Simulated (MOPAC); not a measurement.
A run for MOPAC: AM1 on InP, 2S+1 = 3, a point of a bond scan (R = 2.674 Å).

```
AM1 1SCF PRECISE CHARGE=0 UHF MS=1 THREADS=1
InP

In    -0.00000000 1    -0.00000000 1    -0.62680193 1
P      0.00000000 1     0.00000000 1     2.04755299 1
```

Program output:

```
*******************************************************************************
 **                                                                           **
 **                              MOPAC v23.2.5                                **
 **                                                                           **
 *******************************************************************************
 ** MOPAC's Digital Object Identifier: https://doi.org/10.5281/zenodo.6511958 **
 **                                                                           **
 ** Please cite the open-source release paper for use of this MOPAC version:  **
 ** J. E. Moussa and J. J. P. Stewart (2026)                                  **
 ** MOPAC: An open-source semiempirical molecular orbital program             **
 ** J. Open Source Softw., 11(119), 8025, https://doi.org/10.21105/joss.08025 **
 *******************************************************************************

                              AM1 CALCULATION RESULTS

 *******************************************************************************
 *  AM1        - The AM1 Hamiltonian to be used
 *  UHF        - UNRESTRICTED HARTREE-FOCK CALCULATION
 *
 *
 *
 *                 CHARGE ON SYSTEM = 0
 *
 *
 *
 *  MS=        - IN MECI, MAGNETIC COMPONENT OF SPIN =  1.0
 *  PRECISE    - TIGHTER CRITERIA TO BE USED
 *  1SCF       - DO 1 SCF AND THEN STOP
 *  THREADS=1  - MULTI-THREADING NOT USED
 *  T=         - A TIME OF 172800.0 SECONDS REQUESTED
 *  DUMP=N     - RESTART FILE WRITTEN EVERY 7200.0 SECONDS REQUESTED
 *******************************************************************************
AM1 1SCF PRECISE CHARGE=0 UHF MS=1 THREADS=1
 InP

   ATOM   CHEMICAL          X               Y               Z
  NUMBER   SYMBOL      (ANGSTROMS)     (ANGSTROMS)     (ANGSTROMS)

     1      In         -0.00000000  *  -0.00000000  *  -0.62680193  *
     2       P          0.00000000  *   0.00000000  *   2.04755299  *



          CARTESIAN COORDINATES

    NO.       ATOM           X           Y           Z

     1        In         -0.0000     -0.0000     -0.6268
     2         P          0.0000      0.0000      2.0476

  P: (AM1): M.J.S.DEWAR, JIE, C, THEOCHEM, 187, 1 (1989)
 In: (AM1): J. J. P. STEWART, J. MOL. MOD., 10, 155-164 (2004)

           Empirical Formula: In P  =     2 atoms



      MOLECULAR POINT GROUP   :   C*v


          UHF CALCULATION, NO. OF ALPHA ELECTRONS =    5
                           NO. OF BETA  ELECTRONS =    3

 -------------------------------------------------------------------------------
 AM1 1SCF PRECISE CHARGE=0 UHF MS=1 THREADS=1
 InP



     1SCF WAS SPECIFIED, SO BFGS WAS NOT USED
     SCF FIELD WAS ACHIEVED


                              AM1 CALCULATION
                                                       MOPAC v23.2.5 Linux




          FINAL HEAT OF FORMATION =         82.18959 KCAL/MOL =     343.88123 KJ/MOL


          COSMO AREA              =         95.57 SQUARE ANGSTROMS
          COSMO VOLUME            =         80.13 CUBIC ANGSTROMS

          IONIZATION POTENTIAL    =          7.972586 EV
          ALPHA SOMO LUMO (EV)    =         -8.532 -1.102
          BETA  SOMO LUMO (EV)    =         -7.973 -1.577
          NO. OF ALPHA ELECTRONS  =          5
          NO. OF BETA  ELECTRONS  =          3
          MOLECULAR WEIGHT        =        145.7938         POINT GROUP:  C*v

          MOLECULAR DIMENSIONS (Angstroms)

            Atom       Atom       Distance
            P     2   In     1     2.67435
            P     2   In     1     0.00000
           In     1    P     2     0.00000


          SCF CALCULATIONS        =          1





   ATOM   CHEMICAL          X               Y               Z
  NUMBER   SYMBOL      (ANGSTROMS)     (ANGSTROMS)     (ANGSTROMS)

     1      In         -0.00000000  *  -0.00000000  *  -0.62680193  *
     2       P          0.00000000  *   0.00000000  *   2.04755299  *

                             CARTESIAN COORDINATES

   1   In       -0.000000000    -0.000000000    -0.626801930
   2    P        0.000000000     0.000000000     2.047552990


           Empirical Formula: In P  =     2 atoms



      MOLECULAR POINT GROUP   :   C*v


          ALPHA EIGENVALUES
 -17.99548 -13.45726  -9.02995  -9.02995  -8.53237  -1.10191  -1.10191   0.18001


           BETA EIGENVALUES
 -16.68365 -13.19440  -7.97259  -1.57681  -1.57681  -0.44505  -0.44505   0.32803


              NET ATOMIC CHARGES AND DIPOLE CONTRIBUTIONS

  ATOM NO.   TYPE          CHARGE      No. of ELECS.   s-Pop       p-Pop
    1         In           0.556759        2.4432     1.95657     0.48667
    2          P          -0.556759        5.5568     1.96569     3.59107
 DIPOLE           X         Y         Z       TOTAL
 POINT-CHG.     0.000     0.000    -7.152     7.152
 HYBRID         0.000    -0.000     1.794     1.794
 SUM            0.000    -0.000    -5.358     5.358


          ATOMIC ORBITAL ELECTRON POPULATIONS

     Atom    s        px        py        pz
    1 In   1.95657   0.02361   0.02361   0.43944
    2  P   1.96569   0.97639   0.97639   1.63829


                    (SZ)    =    1.000000
                    (S**2)  =    2.006570


          ATOMIC ORBITAL SPIN POPULATIONS

    Atom   Total    s     px     py     pz
         Atomic
    1 In -0.0144  0.004  0.024  0.024 -0.066
    2  P  2.0144  0.002  0.976  0.976  0.060

 **********************
 *                    *
 * JOB ENDED NORMALLY *
 *                    *
 **********************




 == MOPAC DONE ==
```

The run finished.

Cost: roughly 0.020 core-seconds.
